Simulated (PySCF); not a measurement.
Isomers of C8H15B. Computed with PBE0-D3(BJ)/def2-SVP geometry optimisation, gas phase (PySCF). One conformer each; no zero-point energy, no entropy. No frequencies were run at this level. Point groups hold within 0.08 Å.

Question: Order them by energy at this level, lowest first, and give relative energies in kcal/mol.
A. `CB(C)C(C)=C=C(C)C`
B. `B1[C@H]2CCC[C@@H]1CCC2`
C. `[CH2:1]=[CH:2][CH2:3][C@H:4]1[BH:5][CH2:6][CH2:7][CH2:8][CH2:9]1` with C1–C2–C3–C4 -114°, C2–C3–C4–B5 167°, C3–C4–B5–C6 156°, C4–B5–C6–C7 -22°, B5–C6–C7–C8 40°, C6–C7–C8–C9 -59°

Answer: B (0.0), C (18.0), A (23.2).

As drawn, the highest has cumulated double bonds and a C=C bond outside aromatic rings, which the lowest lacks.

| SMILES | E (Eh) | E rel (kcal/mol) | dipole (D) | point group | A, B, C (MHz) |
| --- | --- | --- | --- | --- | --- |
| B1[C@H]2CCC[C@@H]1CCC2 | -338.09467 | 0.0 | 0.71 | Cs | 2244, 1849, 1410 |
| C=CC[C@H]1BCCCC1 | -338.06594 | 18.0 | 0.77 | C1 | 3713, 833.2, 725.3 |
| CB(C)C(C)=C=C(C)C | -338.05763 | 23.2 | 0.80 | near Cs | 2340, 878.4, 755.0 |
